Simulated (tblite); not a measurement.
A tight-binding relaxation on `C[C@@H]1CC[SiH2]C[AsH]1`.

Computed with GFN2-xTB geometry optimisation, gas phase (tblite 0.8.0). Start geometry: from a force field or distance geometry. The command runs a driver script over a list of jobs; the input below is this job's line of settings and its coordinates in Å.

Command:
```bash
OMP_NUM_THREADS=1 python probes_run.py task.json out
```

Input:
```
{"job": {"kind": "relax", "xc": "GFN2-xTB", "basis": "xTB"}, "charge": 0, "multiplicity": 1}
C      2.554500     0.642100     0.055600
C      1.091800     0.263600     0.342300
C      0.636400    -0.848300    -0.618300
C     -0.648800    -1.546700    -0.164900
Si    -2.123200    -0.409400    -0.163200
C     -1.691200     1.063400     0.881200
As    -0.018600     1.910800     0.238700
H      3.219800    -0.229500     0.184800
H      2.645600     1.026100    -0.980600
H      2.874800     1.433200     0.767600
H      1.051100    -0.123100     1.394400
H      0.481700    -0.432700    -1.641200
H      1.414300    -1.620400    -0.686900
H     -0.506000    -1.957600     0.866900
H     -0.868700    -2.395000    -0.835500
H     -2.395400     0.032600    -1.535200
H     -3.298200    -1.089700     0.384900
H     -1.552800     0.732000     1.935500
H     -2.512900     1.805500     0.839700
H     -0.359100     1.753900    -1.269100
```

Output:
```
step      E/eV     max force
  0    -582.58620    0.943
  1    -582.65181    0.387
  2    -582.67988    0.304
  3    -582.69424    0.292
  4    -582.70522    0.189
  5    -582.71051    0.148
  6    -582.71445    0.152
  7    -582.71695    0.122
  8    -582.71868    0.083
  9    -582.71978    0.076
... (36 lines left out)
 46    -582.73179    0.012
 47    -582.73182    0.014
 48    -582.73184    0.016
 49    -582.73188    0.017
 50    -582.73191    0.014
 51    -582.73193    0.010
 52    -582.73195    0.012
 53    -582.73197    0.015
 54    -582.73199    0.015
 55    -582.73200    0.010
```

«max force» is the largest atomic force in eV/Å.

Problem. From which step on does the largest force stay under 0.1 eV/Å, and how much energy is left to gain from there?

Solution. From step 12 (0.088 eV/Å), 9.6 meV above the end.

Summary of the converged run: energy lowered by 3.4 kcal/mol over 55 steps; largest atomic force 0.010 eV/Å at the end.

Problem. Give the final coordinates.

Solution. 0.086 Å rms from the input after alignment:
```
atom  x, y, z in Å
C1     2.5535    0.6294    0.0347
C2     1.1103    0.2340    0.3509
C3     0.6429   -0.8602   -0.6062
C4    -0.6364   -1.5677   -0.1657
Si5   -2.1648   -0.4373   -0.1636
C6    -1.7395    1.1024    0.8553
As7    0.0007    1.8989    0.3477
H8     3.2243   -0.2269    0.1119
H9     2.6202    1.0254   -0.9796
H10    2.8986    1.4024    0.7244
H11    1.0794   -0.1622    1.3762
H12    0.4979   -0.4305   -1.6036
H13    1.4434   -1.6057   -0.6934
H14   -0.4807   -1.9909    0.8296
H15   -0.8161   -2.4122   -0.8340
H16   -2.4830   -0.0334   -1.5431
H17   -3.3061   -1.1538    0.4280
H18   -1.6819    0.8645    1.9210
H19   -2.5128    1.8661    0.7493
H20   -0.2549    1.8684   -1.1430
```

The run took 0.71 s of wall time on one thread of an Arm Neoverse N1, shared host.
Labels such as C1 count atoms from 1, the log's own numbers from 0.
